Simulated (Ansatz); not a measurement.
`C[SiH](S)CO` + `C=CBCl` → `C/C=C\BCl` + `OC[SiH2]S`  (formal exchange of groups at a C–Si bond)

Program: Ansatz. Geometries: PBE0-D4/def2-TZVP. ΔE: electronic, gas phase. CCSD(T)/CBS is the MP2 limit (def2-TZVPP, def2-QZVPP) plus CCSD(T) − MP2 in def2-TZVPP, frozen cores. Each species was taken in one conformer, which may not be the lowest.

| species | MP2/def2-TZVPP energy (Eh) |
| --- | --- |
| `C[SiH](S)CO` | -842.73945 |
| `C=CBCl` | -562.92769 |
| `C/C=C\BCl` | -602.15434 |
| `OC[SiH2]S` | -803.49775 |

Question: Work out ΔE.

Answer: ΔE = (-602.15434) + (-803.49775) − (-842.73945) − (-562.92769) = 0.01505 Eh = +39.5 kJ/mol. CCSD(T)/CBS gives +39.4 kJ/mol.

Largest T1 diagnostic among the species: 0.012.

In def2-TZVPP, CCSD(T) changes the Hartree–Fock value by +9.5 kJ/mol (the triples alone add +1.5 kJ/mol) and MP2 by +10.3 kJ/mol.
